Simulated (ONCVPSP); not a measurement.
# What the settings do to the ONCV potential of germanium

Base potential:

Ge, optimised norm-conserving Vanderbilt (ONCV), made with ONCVPSP 4.0.1 (PBE, scalar-relativistic). Core [Ar], reference 3d10 4s2 4p2. Waves: 4s: rc 1.85 bohr, ncon 4, nbas 7, qcut 4.3 1/bohr, 3 projectors, debl 2.9 Ha; 4p: rc 2.25 bohr, ncon 4, nbas 8, qcut 2.9 1/bohr, 3 projectors, debl 3.4 Ha; 3d: rc 0.65 bohr, ncon 4, nbas 8, qcut 16.1 1/bohr, 2 projectors, debl 1.6 Ha. Local part: polynomial inside 0.60 bohr (lpopt 5, dvloc0 0 Ha). Core correction: polynomial model core, fcfact 0.55.

Cutoffs, loose and tight: the cutoffs (Ha) at which the residual kinetic energy of the hardest occupied pseudo-wave falls to 1 and 0.1 mHa per electron. They do not see the model core or the augmentation charge, which bear on the density cutoff. Test errors are all-electron minus pseudo excitation energies from the reference, over the configurations 3d10 4s2 4p1; 3d10 4s2 4p0; 3d10 4s1 4p0; 3d10 4s0 4p0. A dash means not determined; rows that change the core or the reference have their own tests. The largest error is taken over the tests solved by every variant that gives reliable tests at all: 3d10 4s1 4p0; 3d10 4s2 4p0; 3d10 4s2 4p1.

A true bound ghost makes a file unfit for plane-wave use even where its test errors are small: the radial tests pick states by their node count and pass the ghost by.

| change | outcome | cutoff, loose | cutoff, tight | bound ghosts | GHOST(+) flags above zero | largest test error (meV) |
| --- | --- | --- | --- | --- | --- | --- |
| base | generated | 509 Ha | 595 Ha | s | s, p | -63 |
| core correction polynomial model core, fcfact 1.2 | generated | 509 Ha | 595 Ha | s | s, p | -63 |
| s: nproj 2 | generated | 509 Ha | 595 Ha | s | p | -62 |
| s: qcut 2.5 | generated | 509 Ha | 595 Ha | s | p | -63 |
| s: nbas 9 | generated | 509 Ha | 595 Ha | s | s, p | -63 |
| local potential polynomial inside 0.60 bohr (lpopt 5, dvloc0 3 Ha) | generated | 509 Ha | 595 Ha | s | p | -63 |
| local potential polynomial inside 0.40 bohr (lpopt 4, dvloc0 0 Ha) | generated | 509 Ha | 595 Ha | s, p | s | -63 |
